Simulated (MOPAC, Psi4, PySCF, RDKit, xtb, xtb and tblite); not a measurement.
Two geometries of C6H9BSi, SMILES c1c(ccc(c1)B)[SiH3], relaxed at GFN2-xTB with one dihedral held; other torsions can differ between them too.

Structure A

```
17

B     -3.2480     0.0227     0.0576
C     -1.7043     0.0426     0.0756
C     -0.9741    -0.4876     1.1487
C      0.4062    -0.5026     1.1498
C      1.1352     0.0254     0.0869
Si     3.0222     0.0319     0.0746
C      0.4198     0.5584    -0.9843
C     -0.9595     0.5549    -0.9971
H     -3.8454    -0.1062     1.0552
H     -3.8247     0.1781    -0.9484
H     -1.5106    -0.8993     1.9925
H      0.9343    -0.9272     1.9929
H      3.4936    -0.6929    -1.1087
H      3.4941     1.4182     0.0187
H      3.5091    -0.6181     1.2920
H      0.9611     0.9732    -1.8243
H     -1.4848     0.9680    -1.8472
```

Structure B

```
17

B     -3.2529    -0.0018     0.0593
C     -1.7038     0.0518     0.0910
C     -0.9470    -0.9957     0.6251
C      0.4340    -0.9751     0.6009
C      1.1329     0.1025     0.0647
Si     3.0171     0.1623     0.0446
C      0.3846     1.1510    -0.4663
C     -0.9950     1.1169    -0.4759
H     -3.8612    -0.0964     1.0542
H     -3.8192     0.1366    -0.9550
H     -1.4582    -1.8452     1.0581
H      0.9837    -1.8102     1.0137
H      3.4814     0.2887    -1.3399
H      3.4720     1.3232     0.8155
H      3.5404    -1.0693     0.6380
H      0.8976     2.0021    -0.8940
H     -1.5454     1.9418    -0.9082
```

Q: Which is lower in energy at the level PBE0-D3(BJ)/def2-SVP // GFN2-xTB (Psi4), and by how much?

A: A is lower, by 5.07 kcal/mol (dihedral H9–B1–C2–C3: 20° in A, 60° in B).

E(B) − E(A) in kcal/mol at the other levels, on the same two geometries: GFN2-xTB (xtb and tblite) 2.10; PBE0/def2-SVP // GFN2-xTB (Psi4) 5.06; PBE/def2-SVP // GFN2-xTB (Psi4) 5.14; PBE-D3(BJ)/def2-SVP // GFN2-xTB (Psi4) 5.16; UFF // GFN2-xTB (RDKit) 5.55; PM3, restricted, heats of formation // GFN2-xTB (MOPAC) 2.43; PM6, restricted, heats of formation // GFN2-xTB (MOPAC) 0.87; GFN1-xTB // GFN2-xTB (xtb) 2.02; restricted B3LYP/6-31G*, spherical d, density fitting // GFN2-xTB (PySCF) 5.46; restricted Hartree-Fock/3-21G, density fitting // GFN2-xTB (PySCF) 5.36; restricted Hartree-Fock/LANL2DZ, with its core potentials past Ne // GFN2-xTB (PySCF) 5.83; restricted Hartree-Fock/6-31G*, spherical d, density fitting // GFN2-xTB (PySCF) 5.22.
